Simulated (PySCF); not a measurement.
PySCF input file for BFHO, SMILES B(F)=[OH+], charge +1, IEF-PCM-PBE0/def2-SVP. Geometry optimised at B3LYP-D3(BJ)/def2-TZVP. A frequency run showed that this geometry is not a minimum. The isomer is the one that the SMILES or the coordinates give; other isomers of the formula were not compared.

```python
import numpy as np
from pyscf import gto, scf, dft
from pyscf.solvent import pcm

mol = gto.M(
    atom='''
    O     0.00000000    0.00000000    1.18839491
    B     0.00000000    0.00000000   -0.03375800
    F     0.00000000    0.00000000   -1.27720451
    H     0.00000000    0.00000000    2.15647122
    ''',
    basis='def2-SVP',
    charge=1,
    spin=0,
    max_memory=1600,
    verbose=3,
)
mf = dft.RKS(mol, xc='pbe0').density_fit(auxbasis='def2-universal-jkfit')
mf.grids.level = 3
mf.conv_tol = 1e-9
mf.max_cycle = 100
mf.kernel()
res = {}
for name, eps in {'water': 78.355, 'toluene': 2.3741, 'chlorobenzene': 5.6968}.items():
    s = mf.PCM()
    s.with_solvent.method, s.with_solvent.eps, s.with_solvent.lebedev_order = 'IEF-PCM', eps, 29
    s.kernel(mf.make_rdm1())
    res[name] = (s.e_tot, eps, s.dip_moment(), s.mo_energy, s.converged)
    print(f'{name}: electrostatic solvation free energy {(s.e_tot - mf.e_tot) * 627.509474:.3f} kcal/mol')
```

Program output:

```
converged SCF energy = -199.909263796297

WARN: PCM is an experimental feature. It is still in testing.
Features and APIs may be changed in the future.

converged SCF energy = -200.019774333015

WARN: System has nonzero charge 1; the dipole moment is origin-dependent.
Location of origin: [0. 0. 0.]

Dipole moment(X, Y, Z, Debye): -0.00000, -0.00000,  3.82209
water: electrostatic solvation free energy -69.346 kcal/mol

WARN: PCM is an experimental feature. It is still in testing.
Features and APIs may be changed in the future.

converged SCF energy = -199.97362703646

WARN: System has nonzero charge 1; the dipole moment is origin-dependent.
Location of origin: [0. 0. 0.]

Dipole moment(X, Y, Z, Debye): -0.00000, -0.00000,  3.61749
toluene: electrostatic solvation free energy -40.389 kcal/mol

WARN: PCM is an experimental feature. It is still in testing.
Features and APIs may be changed in the future.

converged SCF energy = -200.001307071456

WARN: System has nonzero charge 1; the dipole moment is origin-dependent.
Location of origin: [0. 0. 0.]

Dipole moment(X, Y, Z, Debye):  0.00000,  0.00000,  3.73217
chlorobenzene: electrostatic solvation free energy -57.758 kcal/mol
```

The run converged.

Cost: about 10 core-seconds (a rough figure).
